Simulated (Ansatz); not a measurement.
```yaml
crystal:
  periodic: [false, false, false]
  atoms:
    - {symbol: C, position_ang: [0.831417, 0.621715, -2.074856]}
    - {symbol: C, position_ang: [-0.131464, 0.682763, -1.158170]}
    - {symbol: Si, position_ang: [-0.695500, -0.819942, -0.238570]}
    - {symbol: F, position_ang: [-2.266891, -1.051681, -0.474232]}
    - {symbol: C, position_ang: [-0.423872, -0.650344, 1.585337]}
    - {symbol: C, position_ang: [0.339071, 0.302776, 2.114790]}
    - {symbol: H, position_ang: [1.183346, 1.499289, -2.610385]}
    - {symbol: H, position_ang: [1.312030, -0.318413, -2.332934]}
    - {symbol: H, position_ang: [-0.581123, 1.650784, -0.941979]}
    - {symbol: H, position_ang: [0.000245, -2.010972, -0.792011]}
    - {symbol: H, position_ang: [-0.889997, -1.370299, 2.257052]}
    - {symbol: H, position_ang: [0.833185, 1.047216, 1.496018]}
    - {symbol: H, position_ang: [0.509953, 0.382408, 3.184839]}
basis:
  gaussian: {orbitals: "6-31++G**"}
total_charge: 1
magnetization: {spin_polarized: true, initial_magnetization: 1}
hamiltonian: {xc: {name: HF}}
correlation: {method: mp2, frozen_orbitals: {C: 9}}
```

```sh
$ ansatz run in.yaml --threads 4 --pin off --events-out ev --progress --plain --max-ram 10444MiB
```

It prints (some lines left out):

```
Functional definition: HF
Error: "frozen_orbitals" has no count for Si
```

In this input frozen orbitals are typed for one element alone, and the program wants a count for each. The program refused the input.
